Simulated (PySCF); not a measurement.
SMILES C([Si](OC)(N)O)=C (GFN2-xTB optimised geometry):

```
16

C     -1.880    -1.069     1.937
C     -0.628    -1.142     1.515
Si     0.055    -0.245     0.000
N     -0.627     1.342     0.000
O      1.686    -0.245     0.000
O     -0.323    -1.013    -1.395
C     -1.614    -1.290    -1.852
H     -2.239    -1.619     2.795
H     -2.604    -0.443     1.442
H      0.055    -1.784     2.059
H     -0.531     1.892     0.837
H     -0.447     1.922    -0.805
H      2.147    -0.945    -0.454
H     -2.147    -1.922    -1.138
H     -1.526    -1.812    -2.805
H     -2.181    -0.367    -1.991
```

Computed with PBE0/def2-TZVP in PySCF.

What are the frontier orbital energies and the dipole moment?

HOMO-2 -8.08 eV, HOMO-1 -7.88 eV, HOMO -7.67 eV, LUMO -0.33 eV, LUMO+1 1.00 eV; dipole moment 0.71 D.

On the same geometry PBE/def2-TZVP (PySCF) gives HOMO-2 -6.82 eV, HOMO-1 -6.45 eV, HOMO -6.17 eV, LUMO -1.33 eV, LUMO+1 0.14 eV; dipole moment 0.64 D.

Meta-Löwdin charges at PBE0/def2-TZVP: C1 -0.22, C2 -0.40, Si3 1.37, N4 -0.76, O5 -0.77, O6 -0.63, C7 -0.12, H8 0.12, H9 0.12, H10 0.13, H11 0.24, H12 0.24, H13 0.36, H14 0.11, H15 0.12, H16 0.11.
